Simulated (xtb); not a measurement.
Input file for xtb: GFN2-xTB on H2S (SMILES S).

```
$ xtb mol.xyz --gfn 2 --sp --chrg 0 --uhf 0
3

S      0.13484031    -0.64872581     3.37926159
H     -0.00962753     0.60133221     3.84728323
H      1.47484079    -0.58356720     3.43146879
```

Program output:

```
[...]
           -------------------------------------------------
          |                Calculation Setup                |
           -------------------------------------------------



           -------------------------------------------------
          |                 G F N 2 - x T B                 |
           -------------------------------------------------

        Reference                      10.1021/acs.jctc.8b01176
      * Hamiltonian:
        H0-scaling (s, p, d)           1.850000    2.230000    2.230000
        zeta-weighting                 0.500000
      * Dispersion:
        s8                             2.700000
        a1                             0.520000
        a2                             5.000000
        s9                             5.000000
      * Repulsion:
        kExp                           1.500000    1.000000
        rExp                           1.000000
      * Coulomb:
        alpha                          2.000000
        third order                    shell-resolved
        anisotropic                    true
        a3                             3.000000
        a5                             4.000000
        cn-shift                       1.200000
        cn-exp                         4.000000
        max-rad                        5.000000


          ...................................................
          :                      SETUP                      :
          :.................................................:
          :  # basis functions                  12          :
          :  # atomic orbitals                  11          :
          :  # shells                            5          :
          :  # electrons                         8          :
          :  max. iterations                   250          :
          :  Hamiltonian                  GFN2-xTB          :
          :  restarted?                      false          :
          :  GBSA solvation                  false          :
          :  PC potential                    false          :
          :  electronic temp.          300.0000000     K    :
          :  accuracy                    1.0000000          :
          :  -> integral cutoff          0.2500000E+02      :
          :  -> integral neglect         0.1000000E-07      :
          :  -> SCF convergence          0.1000000E-05 Eh   :
          :  -> wf. convergence          0.1000000E-03 e    :
          :  Broyden damping             0.4000000          :
          :  net charge                          0          :
          :  unpaired electrons                  0          :
          ...................................................

 iter      E             dE          RMSdq      gap      omega  full diag
   1     -4.2724988 -0.427250E+01  0.455E+00    5.75       0.0  T
   2     -4.2732650 -0.766143E-03  0.246E+00    5.45       1.0  T
   3     -4.2734734 -0.208384E-03  0.265E-01    5.12       1.0  T
   4     -4.2734824 -0.907909E-05  0.922E-02    5.14       1.0  T
   5     -4.2734835 -0.108204E-05  0.423E-02    5.13       1.4  T
   6     -4.2734839 -0.416353E-06  0.118E-02    5.13       4.9  T
   7     -4.2734840 -0.228946E-07  0.563E-04    5.13     102.5  T
   8     -4.2734840 -0.947864E-11  0.225E-04    5.13     256.9  T

   *** convergence criteria satisfied after 8 iterations ***

         #    Occupation            Energy/Eh            Energy/eV
      -------------------------------------------------------------
         1        2.0000           -0.7213657             -19.6294
         2        2.0000           -0.5088358             -13.8461
         3        2.0000           -0.4903244             -13.3424
         4        2.0000           -0.3917203             -10.6593 (HOMO)
         5                         -0.2030730              -5.5259 (LUMO)
         6                         -0.1194909              -3.2515
         7                         -0.0341701              -0.9298
         8                         -0.0196007              -0.5334
         9                         -0.0155464              -0.4230
       ...                                ...                  ...
        11                          0.5784578              15.7406
      -------------------------------------------------------------
                  HL-Gap            0.1886473 Eh            5.1334 eV
             Fermi-level           -0.2973967 Eh           -8.0926 eV

 SCC (total)                   0 d,  0 h,  0 min,  0.002 sec
 SCC setup                      ...        0 min,  0.000 sec (  5.165%)
 Dispersion                     ...        0 min,  0.000 sec (  1.792%)
 classical contributions        ...        0 min,  0.000 sec (  1.028%)
 integral evaluation            ...        0 min,  0.000 sec ( 11.842%)
 iterations                     ...        0 min,  0.001 sec ( 63.426%)
 molecular gradient             ...        0 min,  0.000 sec ( 10.691%)
 printout                       ...        0 min,  0.000 sec (  5.538%)

         :::::::::::::::::::::::::::::::::::::::::::::::::::::
         ::                     SUMMARY                     ::
         :::::::::::::::::::::::::::::::::::::::::::::::::::::
         :: total energy              -4.256076871370 Eh    ::
         :: gradient norm              0.012212104170 Eh/a0 ::
         :: HOMO-LUMO gap              5.133355260502 eV    ::
         ::.................................................::
         :: SCC energy                -4.273483959914 Eh    ::
         :: -> isotropic ES            0.005766273650 Eh    ::
         :: -> anisotropic ES          0.000528997812 Eh    ::
         :: -> anisotropic XC          0.002100932042 Eh    ::
         :: -> dispersion             -0.000341684824 Eh    ::
         :: repulsion energy           0.017407088544 Eh    ::
         :: add. restraining           0.000000000000 Eh    ::
         :: total charge              -0.000000000000 e     ::
         :::::::::::::::::::::::::::::::::::::::::::::::::::::

           -------------------------------------------------
          |                Property Printout                |
           -------------------------------------------------

    * Orbital Energies and Occupations

         #    Occupation            Energy/Eh            Energy/eV
      -------------------------------------------------------------
         1        2.0000           -0.7213657             -19.6294
         2        2.0000           -0.5088358             -13.8461
         3        2.0000           -0.4903244             -13.3424
         4        2.0000           -0.3917203             -10.6593 (HOMO)
         5                         -0.2030730              -5.5259 (LUMO)
         6                         -0.1194909              -3.2515
         7                         -0.0341701              -0.9298
         8                         -0.0196007              -0.5334
         9                         -0.0155464              -0.4230
        10                          0.2674177               7.2768
        11                          0.5784578              15.7406
      -------------------------------------------------------------
                  HL-Gap            0.1886473 Eh            5.1334 eV
             Fermi-level           -0.2973967 Eh           -8.0926 eV

     #   Z          covCN         q      C6AA      α(0)
     1  16 S        1.844    -0.341   155.962    21.020
     2   1 H        0.922     0.171     1.260     1.755
     3   1 H        0.922     0.171     1.260     1.755

 Mol. C6AA /au·bohr⁶  :        216.983541
 Mol. C8AA /au·bohr⁸  :       9064.030409
 Mol. α(0) /au        :         24.530576


Wiberg/Mayer (AO) data.
largest (>0.10) Wiberg bond orders for each atom

 ---------------------------------------------------------------------------
Note: The following floating-point exceptions are signalling: IEEE_DENORMAL
normal termination of xtb
     #   Z sym  total        # sym  WBO       # sym  WBO       # sym  WBO
 ---------------------------------------------------------------------------
     1  16 S    1.936 --     3 H    0.968     2 H    0.968
     2   1 H    0.971 --     1 S    0.968
     3   1 H    0.971 --     1 S    0.968
 ---------------------------------------------------------------------------

Topologies differ in total number of bonds
Writing topology from bond orders to xtbtopo.mol

molecular dipole:
                 x           y           z       tot (Debye)
 q only:        0.386       0.424       0.168
   full:        0.492       0.541       0.214       1.938
molecular quadrupole (traceless):
                xx          xy          yy          xz          yz          zz
 q only:        0.207      -0.632      -1.877       3.761       4.294       1.669
  q+dip:        0.294      -0.813      -2.377       4.799       5.508       2.083
   full:        0.660      -0.932      -2.176       4.776       5.842       1.516


           -------------------------------------------------
          | TOTAL ENERGY               -4.256076871370 Eh   |
          | GRADIENT NORM               0.012212104170 Eh/α |
          | HOMO-LUMO GAP               5.133355260502 eV   |
           -------------------------------------------------

------------------------------------------------------------------------
------------------------------------------------------------------------
 total:
 SCF:
```

The run finished.

Cost: around 0.05 core-seconds (rough).
